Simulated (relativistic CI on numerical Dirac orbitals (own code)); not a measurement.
## One change at a time: P X

Base calculation: Dirac-Coulomb-Breit CI, separate exchange-only KLI orbitals for each configuration, model QED (radiative potential, 1s self-energy scaled to tabulated hydrogen-like ionisation energies), unscaled Slater integrals.

Configurations in the expansion (outside the closed core 1s2): 2s²2p², 2s2p³, 2p⁴, 2p³3s, 2s²2p3s, 2p³3p, 2s²2p3p, 2p³3d, 2s²2p3d, 2s2p²3s, 2s2p²3p, 2s2p²3d, 2s²2p4s, 2s²2p4p, 2s²2p4d, 2s²2p4f. Levels of other configurations are missing.

Variants: (1) Breit term removed; (2) QED terms removed. Shifts of the energy above 2s²2p² ³P0, in cm⁻¹, for the lowest level and the first level of each name with at least 55 % of one term (blank where a level changes its place among those of its configuration and J or its character, or is not in the variant):

```tsv
Level	Base	Δ(1)	Δ(2)
2s²2p² ³P0	0	0	0
2s²2p² ³P1	3649	+211	-12
2s²2p² ³P2	8982	+830	-26
2s²2p² ¹D2	62573	+669	-22
2s²2p² ¹S0	120524	+293	+7
2s2p³ ⁵S°2	159709	+475	+431
2s2p³ ³D°2	325642	+368	+436
2s2p³ ³D°3	325666	+839	+433
2s2p³ ³D°1	325861	+260	+435
2s2p³ ³P°1	383264	+291	+432
2s2p³ ³P°0	383292	+100	+433
2s2p³ ³P°2	383473	+395	+431
2s2p³ ¹D°2	496659	+565	+440
2s2p³ ³S°1	501276	+349	+448
2s2p³ ¹P°1	554659	+310	+438
2p⁴ ³P2	753686	+193	+896
2p⁴ ³P1	760029	+293	+879
2p⁴ ³P0	762456	+437	+873
2p⁴ ¹D2	809502	+416	+884
2p⁴ ¹S0	922856	-78	+854
2s²2p3s ³P°0	1949018	+783	-150
2s²2p3s ³P°1	1951227	+909	-154
```

At this charge energies of transitions that change n are usually good to better than 1 %, and those within a shell (Δn = 0) to a few per cent.

Ionisation energy from the two ground configurations alone: base 424.711 eV; Breit term removed 424.826 eV. The NIST ASD value (semi-empirical) is 424.4 eV.
